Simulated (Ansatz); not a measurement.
`O[SiH2]C(O)[SiH3]` → `OC(O)[SiH3]` + `[SiH2]`  (silylene formation by 1,1-elimination)

Program: Ansatz. Geometries: PBE0-D4/def2-TZVP. ΔE: electronic, gas phase. CBS: MP2 limit from def2 TZ/QZ plus the TZ coupled-cluster correction, frozen cores. This one scheme is used for every species. Each species was taken in one conformer, which may not be the lowest.

`O[SiH2]C(O)[SiH3]`:

Cartesian coordinates in Å:
```
O -1.939 1.194 -1.532
Si -0.728 1.272 -0.422
C 0.145 -0.396 -0.328
O -0.917 -1.348 -0.133
Si 1.450 -0.524 1.031
H -2.481 0.404 -1.477
H -1.247 1.611 0.931
H 0.223 2.316 -0.876
H 0.637 -0.555 -1.301
H -0.542 -2.230 -0.064
H 0.898 -0.105 2.345
H 2.634 0.312 0.696
H 1.869 -1.952 1.129
```

`OC(O)[SiH3]`:

Z-matrix (Å, degrees):
```
C
O 1 1.409
Si 1 1.910 2 112.0
O 1 1.404 2 112.1 3 -120.7
H 1 1.098 2 104.0 3 119.4
H 2 0.963 1 108.1 3 57.2
H 3 1.489 1 107.3 2 -54.7
H 3 1.484 1 111.7 2 -175.5
H 3 1.485 1 108.7 2 63.3
H 4 0.964 1 108.2 2 -60.5
```

`[SiH2]`:

Z-matrix (Å, degrees):
```
Si
H 1 1.525
H 1 1.525 2 91.2
```

```
            species  CCSD(T)/CBS(def2) energy (Eh)
`O[SiH2]C(O)[SiH3]`                     -771.39830
      `OC(O)[SiH3]`                     -481.06463
           `[SiH2]`                     -290.19011
```

Question: Work out ΔE.

Answer: ΔE = (-481.06463) + (-290.19011) − (-771.39830) = 0.14356 Eh = +376.9 kJ/mol.

Largest T1 diagnostic among the species: 0.014.

The D4 term adds +16.0 kJ/mol with B3LYP and +8.8 kJ/mol with PBE0; it sums over pairs of atoms, weighted by their polarisabilities, and B3LYP, whose exchange is more repulsive, gets the larger term. In def2-TZVPP, CCSD(T) changes the Hartree–Fock value by +13.2 kJ/mol (the triples alone add +3.6 kJ/mol) and MP2 by +41.0 kJ/mol.

B3LYP here is the variant with VWN-RPA as its local correlation; programs differ in this.
